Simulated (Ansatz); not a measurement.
The cluster Zn5Cu2 (the lowest singlet isomer of a short search). Total charge 0; singlet. Geometry B3LYP-D4/def2-SVP, basis def2-TZVP, Ansatz.

| atom | x (Å) | y (Å) | z (Å) |
| --- | --- | --- | --- |
| Cu1 | -0.571 | 0.562 | 0.267 |
| Cu2 | 1.015 | -1.177 | 0.101 |
| Zn3 | 1.672 | 0.679 | -1.427 |
| Zn4 | -0.771 | 1.482 | -1.981 |
| Zn5 | -0.309 | -1.103 | -2.005 |
| Zn6 | 0.388 | -1.224 | 2.476 |
| Zn7 | -1.423 | 0.782 | 2.569 |

```json
{"run": "A", "HOMO (eV)": "-4.69", "LUMO (eV)": "-3.04"}
{"run": "B", "HOMO (eV)": "-4.96", "LUMO (eV)": "-2.40"}
{"run": "C", "HOMO (eV)": "-4.57", "LUMO (eV)": "-3.11"}
{"run": "D", "HOMO (eV)": "-4.44", "LUMO (eV)": "-3.02"}
{"run": "E", "HOMO (eV)": "-4.82", "LUMO (eV)": "-3.35"}
{"run": "F", "HOMO (eV)": "-6.49", "LUMO (eV)": "-0.75"}
```

LC-ωPBE has ω = 0.4 bohr⁻¹. The structure comes from a short search, and lower isomers may exist.

Question: The runs used BLYP, LC-ωPBE, LDA (SPW92), PBE, PBE0, r2SCAN. Estimate which is which.

Answer: A r2SCAN (0 % exact exchange); B PBE0 (25 % exact exchange); C PBE (0 % exact exchange); D BLYP (0 % exact exchange); E LDA (SPW92) (0 % exact exchange); F LC-ωPBE (range-separated). Exact exchange lowers occupied and raises empty levels; among semilocal functionals meta-GGAs tend to open the gap a little, and such runs are hard to tell apart. The gap grows from 1.42 eV (BLYP) to 5.74 eV (LC-ωPBE).
